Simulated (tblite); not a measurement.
Compound: C₅H₁₂AsNO.
Z-matrix (Å and degrees, GFN2-xTB geometry), rows numbered from 1:
```
C 
As  1  1.9689
C   2  1.9885  1   97.07
C   3  1.5047  2  104.03  1    79.68
O   4  1.2243  3  119.57  2     3.42
N   4  1.3491  3  118.98  2  -176.53
C   6  1.4408  4  124.90  3     1.44
C   6  1.4459  4  119.56  3   176.27
H   1  1.0884  2  108.66  3   -78.35
H   1  1.0898  2  111.65  3    42.18
H   1  1.0898  2  110.13  3   163.24
H   2  1.5233  1   93.64  3   -92.89
H   3  1.0933  2  110.41  1  -161.80
H   3  1.0929  2  112.15  1   -40.82
H   7  1.0956  6  111.02  4    97.77
H   7  1.0916  6  108.99  4  -143.07
H   7  1.0865  6  111.13  4   -23.57
H   8  1.0880  6  108.08  4     1.41
H   8  1.0926  6  110.31  4  -118.39
H   8  1.0920  6  110.32  4   121.03
```

Computed with GFN2-xTB (tblite): harmonic, unscaled wavenumbers at the GFN2-xTB geometry, gas phase. Against measured fundamentals such values can be off by several per cent, at times by over 20. Modes of hydrogen on arsenic can be 10 to 20 % off. One conformer, not necessarily the lowest.

Harmonic wavenumbers (cm⁻¹): 25.7, 64.4, 78.6, 129.0, 143.4, 150.4, 163.9, 219.6, 232.3, 249.8, 367.6, 435.7, 511.0, 576.4, 589.1, 656.1, 676.4, 723.6, 753.4, 834.6, 854.2, 899.5, 989.4, 1044.6, 1055.1, 1091.4, 1110.3, 1124.4, 1189.0, 1266.3, 1303.5, 1389.9, 1401.5, 1413.3, 1434.3, 1453.1, 1463.0, 1463.8, 1475.2, 1479.3, 1496.9, 1670.9, 1814.5, 2924.8, 2930.1, 2935.9, 2961.2, 2974.0, 2979.2, 2986.5, 2989.9, 3005.2, 3041.4, 3050.4.

A = 3178, B = 688.3, C = 646.6 MHz; mass 177.013 u (most abundant isotopes); point group C1, symmetry number 1.

Zero-point energy?

½Σν̃ = 35121 cm⁻¹ = 100.42 kcal/mol.

Entropy at 200 K, 1 bar (ideal gas, RRHO, classical rotation)?

Translation 39.46, rotation 28.62, vibration 25.41: S = 93.5 cal/(mol K).

And Cp and H(200 K) − H(0)?

Cp = 31.93 cal/(mol K), of which vibrations give 23.98 (their classical limit is 54 R = 107.3); H(200 K) − H(0) = 4.22 kcal/mol without the zero-point energy, 2.63 from vibrations.

Blend soft modes into free rotors: weight 1/[1 + (100 cm⁻¹/ν̃)⁴] for the oscillator and the rest for a rotor with moment μB/(μ + B), μ = h/(8π²ν), B = 10⁻⁴⁴ kg m². What vibrational entropy results?

23.12 cal/(mol K) in place of 25.41, which changes −T·S at 200 K by +0.46 kcal/mol.

Which modes carry the vibrational entropy at 200 K?

25.7 cm⁻¹: 5.34; 64.4 cm⁻¹: 3.53; 78.6 cm⁻¹: 3.15; 129.0 cm⁻¹: 2.21; 143.4 cm⁻¹: 2.01; 150.4 cm⁻¹: 1.92 cal/(mol K); the other 48 give 7.24 together.

Hindered rotation and anharmonicity are outside this model. Other conformers, if any are populated, would add a mixing term that is left out. The structure is chiral; the term R ln 2 for an equal mix with its mirror image is left out.
